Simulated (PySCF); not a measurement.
CH₆S₂Si, SMILES C[SiH](S)S.

The structure is a stationary point at B3LYP-D3(BJ)/def2-SVP. One conformer was computed; it need not be the lowest.

Level of theory: TDDFT-CAM-B3LYP/def2-SVPD (PySCF).

Vertical excitations. The molecule is in vacuum.

```json
[
 {"state": "S1", "energy (eV)": "5.95", "λ (nm)": "208", "f": "0.005", "main pairs": "HOMO→LUMO 59 %, HOMO→LUMO+1 9 %"},
 {"state": "S2", "energy (eV)": "6.08", "λ (nm)": "204", "f": "0.001", "main pairs": "HOMO−1→LUMO 36 %, HOMO−1→LUMO+1 14 %, HOMO→LUMO+4 12 %, HOMO→LUMO+1 10 %"},
 {"state": "S3", "energy (eV)": "6.43", "λ (nm)": "193", "f": "0.067", "main pairs": "HOMO→LUMO+1 57 %, HOMO−1→LUMO+2 15 %, HOMO→LUMO 11 %"},
 {"state": "S4", "energy (eV)": "6.50", "λ (nm)": "191", "f": "0.027", "main pairs": "HOMO→LUMO+2 47 %, HOMO−1→LUMO+1 26 %, HOMO−1→LUMO 10 %"},
 {"state": "S5", "energy (eV)": "6.91", "λ (nm)": "179", "f": "0.006", "main pairs": "HOMO−1→LUMO+1 27 %, HOMO→LUMO+2 16 %, HOMO−1→LUMO+2 13 %, HOMO→LUMO+3 10 %"},
 {"state": "S6", "energy (eV)": "7.27", "λ (nm)": "170", "f": "0.005", "main pairs": "HOMO→LUMO+4 27 %, HOMO−1→LUMO 25 %, HOMO→LUMO+2 10 %, HOMO→LUMO+3 10 %"},
 {"state": "S7", "energy (eV)": "7.33", "λ (nm)": "169", "f": "0.045", "main pairs": "HOMO−1→LUMO+2 42 %, HOMO→LUMO 17 %"},
 {"state": "S8", "energy (eV)": "7.36", "λ (nm)": "169", "f": "0.045", "main pairs": "HOMO−1→LUMO+4 29 %, HOMO−1→LUMO 12 %, HOMO→LUMO+2 10 %, HOMO−1→LUMO+3 8 %"},
 {"state": "S9", "energy (eV)": "7.68", "λ (nm)": "161", "f": "0.018", "main pairs": "HOMO→LUMO+3 37 %, HOMO→LUMO+4 30 %, HOMO−1→LUMO+3 6 %"},
 {"state": "S10", "energy (eV)": "7.83", "λ (nm)": "158", "f": "0.041", "main pairs": "HOMO→LUMO+5 50 %"},
 {"state": "T1", "energy (eV)": "5.55", "λ (nm)": "223", "f": "0", "main pairs": "HOMO→LUMO 52 %"},
 {"state": "T2", "energy (eV)": "5.66", "λ (nm)": "219", "f": "0", "main pairs": "HOMO−1→LUMO 31 %, HOMO→LUMO+4 13 %, HOMO→LUMO+1 11 %, HOMO−1→LUMO+1 8 %"},
 {"state": "T3", "energy (eV)": "6.00", "λ (nm)": "207", "f": "0", "main pairs": "HOMO→LUMO+1 58 %, HOMO−1→LUMO+2 15 %"},
 {"state": "T4", "energy (eV)": "6.12", "λ (nm)": "203", "f": "0", "main pairs": "HOMO−1→LUMO+1 37 %, HOMO→LUMO+2 36 %"}
]
```
Triplets are in the Tamm–Dancoff approximation, which puts them higher than full response would, so one can lie above its singlet here.
